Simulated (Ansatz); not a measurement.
Reaction (cleavage of the Si–Si bond): `F[Si@@H](Cl)[Si@@H](F)Cl` + `[NH2][GeH2][Cl]` → `F[SiH](Cl)[NH][GeH2][Cl]` + `F[SiH2]Cl`

Isolated molecules relaxed with PBE0-D4/def2-TZVP in Ansatz; ΔE leaves out vibrations. CBS: MP2 limit from def2 TZ/QZ plus the TZ coupled-cluster correction, frozen cores. This one scheme is used for every species. DFT in def2-TZVPP. For Ge outer-core shells are correlated without core-valence functions, which leaves a few kJ/mol of doubt a bond. Scalar relativity is left out up to krypton. Each species was taken in one conformer, which may not be the lowest.

Task: Is it downhill or uphill in electronic energy at CCSD(T)/CBS, and by how much? (An estimate is asked.)

Result: Ansatz gave: Downhill: ΔE = -1.05 eV.

Task: What do these levels give: PBE-D4, r2SCAN, MP2/def2-TZVPP, CCSD/def2-TZVPP, HF/def2-QZVPP, MP2/def2-QZVPP? (Best estimate.)

Result: Ansatz gave: PBE-D4 -0.76, r2SCAN -0.95, MP2/def2-TZVPP -1.15, CCSD/def2-TZVPP -1.09, HF/def2-QZVPP -1.17, MP2/def2-QZVPP -1.14 eV.

Largest T1 diagnostic among the species: 0.011.

The D4 term adds −0.04 eV with B3LYP and −0.02 eV with PBE0; it sums over pairs of atoms, weighted by their polarisabilities, and B3LYP, whose exchange is more repulsive, gets the larger term. From PBE to PBE0 (25 % exact exchange), in def2-TZVPP and without D4, ΔE moves by −0.11 eV.

B3LYP here is the variant with VWN-RPA as its local correlation; programs differ in this.
